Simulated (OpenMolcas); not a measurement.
Mn4+: moving the ligands

Mn4+ with 6 ligands (chloride) in trigonal antiprismatic coordination (D3d) at 2.29 Å, a polar angle of 56.9° against the regular 54.74°. A charge of +0.333 e stands 2.6 Å behind each ligand. Ligand basis ANO-RCC-VDZP.
```
Mn    0.0000    0.0000    0.0000
Cl    0.0000    1.9189    1.2497
Cl   -1.6618   -0.9595    1.2497
Cl    1.6618   -0.9595    1.2497
Cl    0.0000   -1.9189   -1.2497
Cl    1.6618    0.9595   -1.2497
Cl   -1.6618    0.9595   -1.2497
```

* Program: OpenMolcas
* Method: CASSCF
* Basis: ANO-RCC-VDZP [5s4p2d1f]
* Scalar Hamiltonian: DKH2, point nucleus
* Active space: 3 electrons in 5 orbitals (3d)
* State averaging: 2S+1 = 4 even, 10 roots; 2S+1 = 2 even, 40 roots
* Spin-orbit coupling: RASSI with atomic mean-field integrals over the reference wave functions

Runs around this geometry, states (labels of D3, the rotations of D3d). Energies in cm-1 above the lowest state or level, χT in cm3 K/mol.

```tsv
R (Å)	Polar angle / regular	Ground state	First state of that spin	First gap with spin-orbit (degeneracies)	χT at 300 K	First state of another spin
2.21	1.04	2S+1 = 4	18875	0.9 (2, 2)	1.843	2E 20488
2.29	1.04	2S+1 = 4	16039	0.9 (2, 2)	1.836	2E 20795
2.45	1.04	2S+1 = 4	10781	1.1 (2, 2)	1.815	2E 21019
2.29	1.092	2S+1 = 4	15941	2.1 (2, 2)	1.836	2E 20743
```

Without dynamic correlation the repulsion within the d shell is too large (B by tens of per cent), so at a given field states of lower spin stand too high. Ligand-to-metal charge-transfer states are missing. With no ligand orbital active B as a rule stays too high, so bands that hang on it stand too high and its fall with covalency is understated. With metal d orbitals alone and no dynamic correlation the field as a rule comes out too small, by tens of per cent, by up to half for chloride and softer ligands. The least metal-like active orbital is 68 % on the metal (Löwdin) and no ligand orbital is active, so the numbers are rough (holds for R = 2.21, ratio = 1.04; R = 2.29, ratio = 1.04). The least metal-like active orbital is 66 % on the metal (Löwdin) and no ligand orbital is active, so the numbers are rough (holds for R = 2.45, ratio = 1.04). The least metal-like active orbital is 67 % on the metal (Löwdin) and no ligand orbital is active, so the numbers are rough (holds for R = 2.29, ratio = 1.092). No measured value stands beside these numbers; the geometry is a model, was not optimised and need not be the one that this ion takes.

A state without a sure symmetry label is named by its multiplicity alone.
